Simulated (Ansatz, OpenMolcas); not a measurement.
SiN2H4F (SMILES N[Si](N)F): methods side by side

SiN2H4F has 8 atoms, charge 0, and is taken as a doublet. As SMILES, `N[Si](N)F`. Geometry: relaxed at PBE0-D4/def2-TZVP. This is one conformer, not always the lowest.

Each level gives the vertical electron affinity (to the singlet anion) (eV). The values are calculated.

The electron affinity is E(neutral) − E(anion): positive where the electron is bound.

```json
{"level": "UHF/def2-SVPD", "kind": "Hartree–Fock", "program": "Ansatz", "value (eV)": "-0.98", "CPU time (all runs)": "13 s"}
{"level": "USVWN5/def2-SVPD", "kind": "LDA", "program": "OpenMolcas", "value (eV)": "0.50", "CPU time (all runs)": "1.8 min"}
{"level": "U-revPBE/def2-SVPD", "kind": "GGA", "program": "OpenMolcas", "value (eV)": "0.19", "CPU time (all runs)": "2.8 min"}
{"level": "UPBE/def2-SVPD", "kind": "GGA", "program": "OpenMolcas", "value (eV)": "0.28", "CPU time (all runs)": "2.8 min"}
{"level": "UM06-L/def2-SVPD", "kind": "meta-GGA", "program": "OpenMolcas", "value (eV)": "0.02", "CPU time (all runs)": "3.4 min"}
{"level": "UTPSS/def2-SVPD", "kind": "meta-GGA", "program": "OpenMolcas", "value (eV)": "0.17", "CPU time (all runs)": "3.9 min"}
{"level": "UB3LYP/def2-SVPD", "kind": "global hybrid", "program": "OpenMolcas", "value (eV)": "0.34", "CPU time (all runs)": "2.4 min"}
{"level": "UMP2/def2-SVPD", "kind": "perturbation theory", "program": "Ansatz", "value (eV)": "0.01", "CPU time (all runs)": "15 s"}
```

Where it was recorded, the anion's HOMO is positive in USVWN5/def2-SVPD, U-revPBE/def2-SVPD, UPBE/def2-SVPD, UM06-L/def2-SVPD, UTPSS/def2-SVPD, UB3LYP/def2-SVPD: a fault of the level (basis or self-interaction), which says nothing on whether the real anion is bound. The values span -0.98 to 0.50 eV. The levels disagree on the sign; a negative value means an electron held by the basis alone. Times are those of the runs behind each value, whatever else they computed, on shared processors of several kinds: orders of magnitude only.
